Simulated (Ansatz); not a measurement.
Species: CrF₄, net charge 0, triplet state. The spin state was set by rule; other spins were not relaxed. SMILES: [F][Cr]([F])([F])[F]
Structure (B3LYP-D3(BJ)/def2-TZVP (Ansatz, an electronic-structure program) minimum search):
```xyz
5

Cr     0.0000     0.0000     0.0000
F      1.5679    -0.3177    -0.6010
F      0.1146     0.6396     1.5806
F     -0.7815     1.1298    -1.0164
F     -0.9009    -1.4517     0.0368
```
Charge 0, spin multiplicity 3.

Quantity: atomisation energy (electronic, to ground-state atoms), in kJ/mol. Valence correlation only, unless marked. UHF or UKS for open shells. Spin-orbit coupling is left out. Frozen are the shells of the preceding noble gas and the d and f shells that filled before the atom's block. No relativistic terms. The coupled-cluster limit lacks core correlation, which all-electron functionals hold. CBS marks a two-point X^-3 extrapolation of the correlation energy; Hartree-Fock from the larger set. [CCSD(T)-MP2]/basis is that difference in the basis named.

| level | program | atomisation energy (kJ/mol) |
|---|---|---|
| SVWN5/def2-TZVPD | Ansatz | 2261.0 |
| PBE-D4/def2-TZVPD | Ansatz + dftd4 | 1947.1 |
| BLYP-D3(BJ)/def2-TZVPD | Ansatz + dftd3 | 1944.4 |
| revPBE-D3(BJ)/def2-TZVPD | Ansatz + dftd3 | 1848.8 |
| r2SCAN-D3(BJ)/def2-TZVPD | Ansatz + dftd3 | 1847.1 |
| r2SCAN0-D4/def2-TZVPD | Ansatz + dftd4 | 1642.8 |
| HSE06-D4/def2-TZVPD | Ansatz + dftd4 | 1714.6 |
| wB97X-V/def2-TZVPD | Ansatz | 1788.5 |
| B2PLYP/def2-TZVPD | Ansatz | 1792.6 |
| PBE-QIDH/def2-TZVPD | Ansatz | 1668.3 |
| SCS-MP2/6-31G | Ansatz | 1623.6 |
| SCS-MP2/def2-SVP | Ansatz | 1612.9 |
| CCSD/6-31G* | Ansatz | 1734.8 |
| CCSD/def2-TZVPP | Ansatz | 1601.2 |
| RI-MP2/CBS(def2-TZVPP,def2-QZVPP)+[CCSD(T)-MP2]/def2-TZVPP | Ansatz | 1773.2 |
